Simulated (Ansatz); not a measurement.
Vertical singlet–triplet gap (eV) of eight silicon and germanium compounds: PBE beside PBE0, computed with Ansatz (a first-principles code) for isolated molecules in the bases named; differences from unrounded values. The eight are the first of their class met in an unordered collection, after screening for sound electronic states; none was chosen by its value. Functionals give these values as differences of separate SCF runs (ΔSCF), EOM-CCSD as a root; each molecule has one DFT geometry for both levels.

```tsv
molecule	basis	PBE0	PBE	difference
C2H6F2Si, SMILES C[Si@H](F)CF	def2-SVPD	7.12	…	…
SiHBr3, SMILES Br[SiH](Br)Br	def2-SVPD	5.59	…	…
Cl2FH3Si2, SMILES F[SiH2][SiH](Cl)Cl	def2-SVPD	5.19	4.77	-0.42
C₂H₉FOSi₂, SMILES C[C@H]([SiH3])[Si@H](O)F	def2-SVPD	7.37	…	…
C2H11NSi3, SMILES C[SiH2][Si@@H]1CN[SiH2]1	def2-SVPD	4.84	4.49	-0.35
Si(F)2(Me)(SeH) (CH4F2SeSi), SMILES [SeH][Si](F)(C)F	def2-SVPD	5.16	5.07	-0.09
Si(Cl)(H)2(NHMe) (CH₆ClNSi), SMILES N([SiH2]Cl)C	def2-SVPD	5.93	5.67	-0.27
F₂H₄N₂Si, SMILES F[Si](N)(N)F	def2-SVPD	6.78	6.28	-0.50
```

Fill in the missing entries. (Estimate from the structure and the level; the computed values follow.)


- C₂H₉FOSi₂, SMILES C[C@H]([SiH3])[Si@H](O)F, PBE: 6.71
- C₂H₉FOSi₂, SMILES C[C@H]([SiH3])[Si@H](O)F, difference: -0.66
- C2H6F2Si, SMILES C[Si@H](F)CF, PBE: 6.55
- C2H6F2Si, SMILES C[Si@H](F)CF, difference: -0.57
- SiHBr3, SMILES Br[SiH](Br)Br, PBE: 5.04
- SiHBr3, SMILES Br[SiH](Br)Br, difference: -0.55

PBE lies below PBE0 in 8 and above it in 0 of the eight; the mean signed difference is -0.43 and the largest -0.66 eV.
